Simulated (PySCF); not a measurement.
Cost against result

Saddle point of GaH₃SO, closed shell (GaH₃SO ([OH][GaH][SH]) → GaHS ([S][GaH]) + H₂O (still joined by a long Ga–O bond); bonds formed: O2–H4; bonds broken: S3–H4; bonds weakened to dative contacts: Ga1–O2), PBE0-D4/def2-TZVP structure:

Ga1  (-0.908, 0.182, -0.275)
O2  (0.790, 0.252, 0.677)
S3  (-0.373, -1.817, -0.682)
H4  (0.738, -0.902, 0.161)
H5  (-1.769, 1.458, -0.314)
H6  (1.522, 0.828, 0.432)
(Å)

Barriers are electronic and count from the start structure reached by relaxing down the imaginary mode.

PySCF 2.14 with density fitting (its default auxiliary sets; JK sets also for MP2 and CCSD(T)); basis: as named in each row; cores frozen in the correlated methods. Filled d shells of the heavier atoms are correlated. The def2 sets are not built for correlating such inner shells, so the correlated values are less sure here. B3LYP uses VWN-RPA correlation. Extrapolation: Hartree–Fock as exp(−7.88 √X), correlation as X^−2.97.

Times are rough, for one single point on 4 threads of a shared host (Arm Neoverse V1).

The estimate by CCSD(T) at an estimated basis limit (MP2 extrapolated from triple and quadruple zeta, plus CCSD(T) − MP2 in triple zeta) is 29.76 kcal/mol.

```csv
method,basis,time (s),barrier (kcal/mol),method less estimate
HF,STO-3G,under 1,46.99,17.22
B3LYP-D4,6-31G,3,24.70,-5.06
PBE0-D4,def2-SVP,3,24.98,-4.78
PBE-D4,def2-SVP,4,21.25,-8.51
MP2,def2-QZVPP,4,28.51,-1.25
SPW92,def2-TZVPP,6,18.61,-11.16
PBE0-D4,def2-TZVPP,8,26.94,-2.83
BHLYP-D4,def2-TZVPP,8,33.34,3.57
B3LYP-D4,def2-TZVPP,8,28.87,-0.89
PBE-D4,def2-TZVPP,8,23.26,-6.50
BLYP-D4,def2-TZVPP,8,26.19,-3.57
CAM-B3LYP-D4,def2-TZVPP,8,30.57,0.80
CCSD(T),def2-SVP,11,31.39,1.63
r2SCAN-D4,def2-TZVPP,16,26.26,-3.50
wB97M-V,def2-TZVPP,110,29.68,-0.08
CCSD(T),def2-TZVPP,210,30.74,0.98
```

All methods are single points on the PBE0-D4 structures.

T1 diagnostic: at most 0.017.

Labels in which every atom is bracketed show which atoms are joined, not bond orders.
